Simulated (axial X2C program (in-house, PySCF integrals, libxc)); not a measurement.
Low determinants of In₂ at the PBE0 level, with spin–orbit coupling

All values were computed with an in-house relativistic program for diatomic molecules. Two-component (2c) means X2C with spin–orbit coupling and atomic mean-field two-electron Coulomb and Gaunt terms. Basis: In dyall-cv3z [11s12p9d4f1g] (cores contracted in-house); Gaussian nuclei, density fitting, unrestricted open shells. Masses: In 114.904 u.

Search at 3.045 Å (vertical energies from the lowest determinant):

| ΔE (eV) | state | electrons beyond evenly filled partner blocks | electrons in ±ω = 1/2, 3/2, 5/2, 7/2 |
| --- | --- | --- | --- |
| 0.00 | Ω = 1 | 2 × ω = 1/2 | 62 28 8 0 |
| 0.02 | Ω = 2 | ω = 1/2, ω = 3/2 | 61 29 8 0 |
| 0.19 | Ω = 1 | ω = -1/2, ω = 3/2 | 61 29 8 0 |
| 0.36 | Ω = 0 | none | 62 28 8 0 |
| 0.83 | Ω = 0 | none | 60 30 8 0 |
| 4.01 | Ω = 3 | 3 × ω = 1/2, ω = 3/2 | 61 29 8 0 |
| 4.06 | Ω = 0 | 3 × ω = 1/2, ω = -3/2 | 61 29 8 0 |

Lowest determinant, Ω = 1 (⟨Sz⟩ = -0.01, ⟨Lz⟩ = 1.01 at PBE0): Re = 3.031 Å, ωe = 112.5 cm⁻¹.

The determinant in row 2 of the search, Ω = 2 (⟨Sz⟩ = 0.99, ⟨Lz⟩ = 1.01 at PBE0), was followed along the bond at PBE0; measured from the minimum of the lowest determinant it gives:

Te = 0.017 eV (137 cm⁻¹), Re = 3.043 Å, ωe = 112.9 cm⁻¹.

(1) Compare the bond of the determinant in row 2 with that of the lowest one.

The search compares states at one distance, so a state with another bond length can lie lower; it is not exhaustive and yields mostly the lowest determinant of each block pattern, so other components and higher states of one pattern are missing. These are energies of single determinants, not of spin-adapted states; PBE0 term energies can be off by some tenths of an eV, and the functional has no current term. Open-shell Ω = 0 determinants with evenly filled partner blocks cannot be reached by this program, so the Ω shown need not be the lowest component. The lowest determinant need not be the ground state where others lie within half an eV.

Answers

(1) At PBE0 its Re is 0.012 Å longer and its force constant, which goes as ωe², is 1.01 times that of the lowest determinant. T0 ≈ Te + Δωe/2 = 137 + (0) = 137 cm⁻¹.
